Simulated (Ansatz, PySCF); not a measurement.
Al(Me)2(SH) (C2H7AlS), SMILES [CH3][Al]([CH3])[SH].

The structure is a stationary point at B3LYP-D3(BJ)/def2-SVP. The structure was generated by enumeration; whether it is a known compound was not checked. Other conformers were not sampled.

Vertical ionisation energy (IE) and electron affinity (EA) in eV. Rows of orbital energies are one-electron estimates. Where ΔSCF, EOM or ADC give a negative EA the extra electron is unbound and the value depends on the basis.

```tsv
level	IE	EA
−ε(HOMO), −ε(LUMO), PBE0/def2-TZVP (PySCF)	7.46	0.47
−ε(HOMO), −ε(LUMO), PBE/def2-TZVP (PySCF)	6.27	1.24
ΔSCF, CAM-B3LYP/def2-SVPD (Ansatz), final states of multiplicity 2 and 2	9.82	-0.69
ΔSCF, PBE/def2-SVPD (Ansatz), final states of multiplicity 2 and 2	9.30	-0.45
```

Q: What vertical singlet–triplet gap does ΔSCF give with CAM-B3LYP/def2-SVPD (Ansatz, an electronic-structure program) and with PBE/def2-SVPD (Ansatz)? (The exact figures need the calculation; the answer reports its results.)

A: 5.63 and 4.97 eV (triplet above singlet where positive).
